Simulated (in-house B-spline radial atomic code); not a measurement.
Orbital energies and mean radii along the 46-electron series, configuration [Kr] 4d10. The effective charge is n√(-2ε), a non-relativistic measure. Computed with a radial B-spline atomic code at the basis-set limit: Dirac-Hartree-Fock, average of the configuration, finite nuclei.

| ion | Z | energy of 3p3/2 (Eh) | mean radius of 3p3/2 (bohr) | energy of 3d3/2 (Eh) | mean radius of 3d3/2 (bohr) | energy of 3d5/2 (Eh) | mean radius of 3d5/2 (bohr) | effective charge of 3p3/2 |
| --- | --- | --- | --- | --- | --- | --- | --- | --- |
| Ce12+ | 58 | -51.994 | 0.27898 | -41.579 | 0.25029 | -40.877 | 0.25402 | 30.592 |
| Pr13+ | 59 | -55.44 | 0.27282 | -44.74 | 0.24425 | -43.974 | 0.24801 | 31.59 |
| Nd14+ | 60 | -59.005 | 0.26691 | -48.02 | 0.23848 | -47.186 | 0.24228 | 32.59 |
| Pm15+ | 61 | -62.69 | 0.26124 | -51.417 | 0.23297 | -50.511 | 0.2368 | 33.592 |
| Sm16+ | 62 | -66.494 | 0.25579 | -54.933 | 0.22769 | -53.95 | 0.23156 | 34.596 |
| Eu17+ | 63 | -70.418 | 0.25055 | -58.567 | 0.22264 | -57.501 | 0.22655 | 35.602 |
| Gd18+ | 64 | -74.461 | 0.2455 | -62.318 | 0.2178 | -61.165 | 0.22174 | 36.61 |
| Tb19+ | 65 | -78.622 | 0.24064 | -66.188 | 0.21316 | -64.942 | 0.21714 | 37.619 |
| Dy20+ | 66 | -82.903 | 0.23596 | -70.175 | 0.2087 | -68.831 | 0.21272 | 38.63 |
| Ho21+ | 67 | -87.302 | 0.23145 | -74.28 | 0.20441 | -72.832 | 0.20847 | 39.641 |
| Er22+ | 68 | -91.821 | 0.22709 | -78.502 | 0.20029 | -76.944 | 0.20439 | 40.654 |
| Tm23+ | 69 | -96.459 | 0.22289 | -82.843 | 0.19632 | -81.168 | 0.20046 | 41.668 |
| Yb24+ | 70 | -101.22 | 0.21883 | -87.301 | 0.1925 | -85.504 | 0.19668 | 42.684 |
| Lu25+ | 71 | -106.09 | 0.2149 | -91.878 | 0.18881 | -89.951 | 0.19303 | 43.7 |

(1) How does the screening of 3p3/2 change?

Results:

(1) Z less the effective charge goes from 27.41 at Z = 58 to 27.30 at Z = 71.
